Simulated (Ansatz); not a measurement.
`CC[SiH2]SC` + `O[SiH3]` → `CC[SiH2]O[SiH3]` + CH₃SH  (ligand exchange at the Si–S bond)

Calculated with Ansatz (gas phase, PBE0-D4/def2-TZVP geometries, no zero-point term in ΔE). CCSD(T)/CBS is the MP2 limit (def2-TZVPP, def2-QZVPP) plus CCSD(T) − MP2 in def2-TZVPP, frozen cores. This one scheme is used for every species. Each species was taken in one conformer, which may not be the lowest.

```tsv
species	CCSD(T)/CBS(def2) energy (Eh)
`CC[SiH2]SC`	-807.06523
`O[SiH3]`	-366.69042
`CC[SiH2]O[SiH3]`	-735.54630
CH₃SH	-438.22835
```

Question: Work out ΔE.

Answer: ΔE = (-735.54630) + (-438.22835) − (-807.06523) − (-366.69042) = -0.01900 Eh = -0.52 eV.

Largest T1 diagnostic among the species: 0.011.

In def2-TZVPP, CCSD(T) changes the Hartree–Fock value by +0.24 eV (the triples alone add +0.05 eV) and MP2 by +0.28 eV. From PBE to PBE0 (25 % exact exchange), in def2-TZVPP and without D4, ΔE moves by −0.06 eV.
